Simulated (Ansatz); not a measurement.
C₅₃H₄₂N₂O₄⁻, that is spiro-OMeTAD half with one electron more. The state is a doublet with charge -1. Geometry PBE-D4/def2-SVP, that of the neutral singlet; atoms count from 1.

Cartesian coordinates in Å:
```
C 1.048 8.206 -3.833
O 1.646 6.942 -3.633
C 1.557 6.378 -2.394
C 2.179 5.120 -2.237
C 2.159 4.466 -1.006
C 1.493 5.035 0.106
N 1.468 4.369 1.359
C 1.623 5.120 2.554
C 2.584 6.145 2.643
C 2.723 6.909 3.811
C 1.909 6.640 4.931
O 1.966 7.316 6.114
C 2.898 8.373 6.234
C 0.954 5.603 4.851
C 0.805 4.863 3.679
C 1.320 2.966 1.413
C 2.008 2.202 2.390
C 1.900 0.807 2.427
C 1.108 0.145 1.472
C 0.411 0.915 0.506
C 0.496 2.301 0.471
C -0.370 0.007 -0.442
C -1.875 0.260 -0.465
C -2.783 0.189 0.594
C -4.143 0.437 0.336
C -4.580 0.748 -0.966
C -3.668 0.819 -2.031
C -2.309 0.572 -1.777
C -1.141 0.561 -2.668
C -1.021 0.824 -4.043
C 0.249 0.749 -4.638
C 1.383 0.414 -3.874
C 1.266 0.149 -2.498
C 0.003 0.223 -1.905
C -0.025 -1.378 0.104
C -0.474 -2.606 -0.363
C -0.085 -3.787 0.316
N -0.581 -5.040 -0.105
C -1.910 -5.145 -0.594
C -2.961 -4.425 0.007
C -4.270 -4.501 -0.488
C -4.561 -5.334 -1.587
O -5.800 -5.487 -2.140
C -6.874 -4.766 -1.573
C -3.517 -6.075 -2.181
C -2.211 -5.972 -1.702
C 0.232 -6.200 -0.034
C -0.302 -7.431 0.416
C 0.491 -8.577 0.466
C 1.851 -8.527 0.088
O 2.544 -9.699 0.180
C 3.902 -9.704 -0.210
C 2.396 -7.302 -0.349
C 1.587 -6.159 -0.420
C 0.782 -3.688 1.434
C 1.245 -2.445 1.883
C 0.833 -1.271 1.228
C 0.863 6.284 -0.061
C 0.902 6.959 -1.290
H 1.242 8.484 -4.887
H -0.053 8.180 -3.666
H 1.487 8.986 -3.169
H 2.689 4.676 -3.105
H 2.659 3.493 -0.898
H 3.229 6.355 1.777
H 3.482 7.704 3.840
H 3.949 8.021 6.118
H 2.712 9.180 5.488
H 2.771 8.790 7.251
H 0.320 5.410 5.730
H 0.046 4.069 3.623
H 2.648 2.722 3.117
H 2.454 0.238 3.189
H -0.054 2.878 -0.286
H -2.435 -0.057 1.610
H -4.873 0.388 1.159
H -5.648 0.941 -1.149
H -4.015 1.062 -3.047
H -1.904 1.087 -4.645
H 0.359 0.954 -5.714
H 2.370 0.360 -4.359
H 2.150 -0.110 -1.895
H -1.139 -2.666 -1.237
H -2.748 -3.777 0.870
H -5.056 -3.909 0.001
H -7.775 -5.030 -2.159
H -7.046 -5.041 -0.507
H -6.715 -3.665 -1.631
H -3.756 -6.716 -3.041
H -1.403 -6.540 -2.186
H -1.357 -7.480 0.723
H 0.081 -9.537 0.812
H 4.519 -9.016 0.413
H 4.030 -9.420 -1.280
H 4.267 -10.739 -0.068
H 3.449 -7.228 -0.656
H 2.016 -5.211 -0.778
H 1.079 -4.607 1.959
H 1.908 -2.396 2.761
H 0.337 6.739 0.791
H 0.403 7.933 -1.376
```

Single mean-field runs in def2-SVP are fitted with def2-universal-jkfit. The highest occupied level of the charge -1 doublet lies above zero (up to 0.89 eV). Energy differences disagree on whether the electron is bound (positive means bound): 0.07 eV (vertical, against the charge 0 singlet, at PBE0-D4/def2-SVP), but -0.33 eV at BHLYP-D4/def2-SVP.

Problem. Estimate the Mulliken populations of the heavy atoms from the PBE0/def2-SVP orbitals of Ansatz.

Solution. 
```tsv
atom	charge (e)	spin (α − β)
C1	0.11	0.00
O2	-0.36	0.00
C3	0.21	0.01
C4	-0.05	-0.01
C5	-0.03	0.02
C6	0.10	0.01
N7	-0.30	-0.02
C8	0.09	0.01
C9	-0.04	0.04
C10	-0.13	-0.01
C11	0.21	0.02
O12	-0.36	0.00
C13	0.11	0.00
C14	-0.06	0.01
C15	-0.02	0.00
C16	0.09	0.16
C17	-0.04	-0.07
C18	-0.10	0.13
C19	0.04	0.05
C20	0.04	0.01
C21	-0.08	0.01
C22	-0.18	-0.01
C23	0.06	0.02
C24	-0.03	0.00
C25	-0.05	0.08
C26	-0.02	-0.03
C27	-0.07	0.06
C28	0.02	0.03
C29	0.02	0.02
C30	-0.07	0.06
C31	-0.01	-0.03
C32	-0.05	0.08
C33	-0.03	0.00
C34	0.06	0.02
C35	0.04	0.02
C36	-0.08	0.01
C37	0.08	0.16
N38	-0.30	-0.01
C39	0.10	0.01
C40	-0.03	0.03
C41	-0.12	-0.01
C42	0.21	0.02
O43	-0.36	0.00
C44	0.10	0.00
C45	-0.06	0.00
C46	-0.03	0.00
C47	0.10	0.01
C48	-0.03	0.02
C49	-0.06	-0.01
C50	0.21	0.02
O51	-0.36	0.00
C52	0.11	0.00
C53	-0.13	0.00
C54	-0.02	0.00
C55	-0.04	-0.07
C56	-0.10	0.13
C57	0.04	0.05
C58	-0.03	0.00
C59	-0.13	0.00
```
Mulliken values depend strongly on the basis.

Problem. Where does the spin sit?

Solution. Summed by element: C 1.05, O 0.00, N -0.03, H -0.03, of 1 unpaired in all. Largest on single atoms: C37 0.16, C16 0.16, C18 0.13.

Problem. And the Mayer bond orders between heavy atoms (over 0.3, the first 40 of 68)?

Solution. C1–O2 0.97 (1.41 Å); O2–C3 1.07 (1.36 Å); C3–C4 1.35 (1.41 Å); C3–C59 1.31 (1.41 Å); C4–C5 1.40 (1.39 Å); C5–C6 1.34 (1.42 Å); C6–N7 0.99 (1.42 Å); C6–C58 1.39 (1.41 Å); N7–C8 1.00 (1.42 Å); N7–C16 0.96 (1.41 Å); C8–C9 1.38 (1.41 Å); C8–C15 1.35 (1.41 Å); C9–C10 1.34 (1.40 Å); C10–C11 1.32 (1.41 Å); C11–O12 1.07 (1.36 Å); C11–C14 1.33 (1.41 Å); O12–C13 0.97 (1.41 Å); C14–C15 1.40 (1.39 Å); C16–C17 1.35 (1.42 Å); C16–C21 1.25 (1.42 Å); C17–C18 1.40 (1.40 Å); C18–C19 1.26 (1.41 Å); C19–C20 1.30 (1.42 Å); C19–C57 1.12 (1.46 Å); C20–C21 1.46 (1.39 Å); C20–C22 0.95 (1.53 Å); C22–C23 0.96 (1.53 Å); C22–C34 0.96 (1.53 Å); C22–C35 0.95 (1.53 Å); C23–C24 1.46 (1.40 Å); C23–C28 1.33 (1.42 Å); C24–C25 1.32 (1.41 Å); C25–C26 1.37 (1.41 Å); C26–C27 1.40 (1.40 Å); C27–C28 1.33 (1.40 Å); C28–C29 1.07 (1.47 Å); C29–C30 1.33 (1.40 Å); C29–C34 1.33 (1.42 Å); C30–C31 1.40 (1.40 Å); C31–C32 1.37 (1.41 Å).
